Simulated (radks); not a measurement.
Lu3+, 68 electrons, occupied as [Xe] 4f14 (the NIST ground configuration).

All-electron calculation, Dirac Kohn-Sham, RPBE, spin-unpolarised, spherical densities, point nucleus. Program: a radial shooting solver on a logarithmic mesh with Libxc functionals.

Energy parts (hartree):
part                       energy
total                 -14580.0711
kinetic                16256.6698
electron-nucleus      -36195.7679
Hartree                 5660.9917
exchange-correlation    -301.9647

Orbitals (lengths in bohr, moments of r in powers of bohr; <r^-3> diverges for s and p1/2):
| orbital | occ. | eigenvalue (hartree) | <r^-3> | <r^4> | <r> | <r^2> | small-component weight |
|---|---|---|---|---|---|---|---|
| 1s1/2 | 2 | -2322.320 | - | 7.067e-07 | 0.01932 | 0.0005119 | 7.12e-02 |
| 2s1/2 | 2 | -395.8739 | - | 0.0001075 | 0.08123 | 0.007858 | 1.60e-02 |
| 2p1/2 | 2 | -377.8187 | - | 0.00006533 | 0.06741 | 0.005641 | 1.61e-02 |
| 2p3/2 | 4 | -336.7501 | 14140 | 0.00009204 | 0.07502 | 0.006851 | 1.46e-02 |
| 3s1/2 | 2 | -90.46177 | - | 0.004021 | 0.2121 | 0.05157 | 5.22e-03 |
| 3p1/2 | 2 | -82.49064 | - | 0.003580 | 0.2020 | 0.04752 | 5.16e-03 |
| 3p3/2 | 4 | -73.72990 | 3144 | 0.004617 | 0.2162 | 0.05423 | 4.75e-03 |
| 3d3/2 | 4 | -60.23341 | 539.7 | 0.003187 | 0.1898 | 0.04235 | 4.63e-03 |
| 3d5/2 | 6 | -58.32093 | 465.5 | 0.003445 | 0.1942 | 0.04420 | 4.52e-03 |
| 4s1/2 | 2 | -18.79000 | - | 0.09703 | 0.4779 | 0.2581 | 1.69e-03 |
| 4p1/2 | 2 | -15.54632 | - | 0.1077 | 0.4851 | 0.2681 | 1.60e-03 |
| 4p3/2 | 4 | -13.55499 | 714.7 | 0.1396 | 0.5177 | 0.3052 | 1.45e-03 |
| 4d3/2 | 4 | -8.23061 | 105.9 | 0.1890 | 0.5410 | 0.3401 | 1.26e-03 |
| 4d5/2 | 6 | -7.86720 | 89.55 | 0.2056 | 0.5526 | 0.3546 | 1.22e-03 |
| 5s1/2 | 2 | -3.21495 | - | 3.471 | 1.166 | 1.530 | 3.48e-04 |
| 5p1/2 | 2 | -2.31244 | - | 5.636 | 1.299 | 1.912 | 2.78e-04 |
| 5p3/2 | 4 | -2.05258 | 91.61 | 7.649 | 1.401 | 2.226 | 2.41e-04 |
| 4f5/2 | 6 | -1.35686 | 14.34 | 1.205 | 0.7092 | 0.6585 | 7.78e-04 |
| 4f7/2 | 8 | -1.30071 | 13.64 | 1.335 | 0.7235 | 0.6881 | 7.58e-04 |

The highest occupied level is 4f7/2 at -35.394 eV. Summed over all electrons, <r^2> = 31.91 bohr^2, which gives a Langevin (diamagnetic) susceptibility term of -25.3 x 10^-6 cm^3/mol.
